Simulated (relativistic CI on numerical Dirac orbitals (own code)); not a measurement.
**Sensitivity of the levels of Ti18+ to α and to the nuclear radius**

Computed by Dirac-Coulomb-Breit CI, KLI orbitals optimised for each configuration, derivatives by finite differences, unscaled Slater integrals, QED left out (own radial code, finite nucleus).

CI space (outside the closed core 1s2): 2s², 2s2p, 2p², 2p3s, 2p3p, 2s3s, 2s3p, 2s3d. Levels of other configurations are missing.

With x = (α/α₀)² − 1 an excitation energy changes as ω = ω₀ + qx; K = 2q/ω₀ is the relative enhancement. Terms are leading LS components, so labels can repeat. The field-shift factor is F = δν/δ⟨r²⟩ for the transition from the lowest level.

Lowest level 2s² ¹S0.

```tsv
Level	ω₀ (cm⁻¹)	q (cm⁻¹)	K	F (GHz/fm²)
2s2p ³P°0	291177	8012	0.055	-42.3
2s2p ³P°1	307660	22210	0.144	-42.3
2s2p ³P°2	349966	67610	0.386	-42.3
2s2p ¹P°1	605163	55060	0.182	-44.1
2p² ³P0	783112	44830	0.114	-89.1
2p² ³P1	811709	81410	0.201	-89.3
2p² ³P2	839760	99830	0.238	-89.3
2p² ¹D2	929014	120500	0.259	-89.3
2p² ¹S0	1121719	115300	0.206	-85.6
2s3s ³S1	6167156	49600	0.0161	-25.9
2s3s ¹S0	6223524	51270	0.0165	-26.7
2s3p ³P°1	6309102	54040	0.0171	-39.1
2s3p ³P°0	6309610	52540	0.0167	-38.2
2s3p ¹P°1	6323390	69760	0.0221	-40
2s3p ³P°2	6326614	69740	0.022	-38.2
2s3d ³D1	6395245	69360	0.0217	-38.5
2s3d ³D2	6397397	71400	0.0223	-38.4
2s3d ³D3	6400942	74910	0.0234	-38.2
2s3d ¹D2	6456521	72850	0.0226	-38.4
2p3s ³P°0	6535165	60610	0.0186	-72.5
2p3s ³P°1	6546678	66740	0.0204	-71.9
2p3s ³P°2	6596328	122700	0.0372	-72.6
2p3p ³D1	6623614	64970	0.0196	-85
```

At this charge energies of transitions that change n are usually good to better than 1 %, and those within a shell (Δn = 0) to a few per cent.
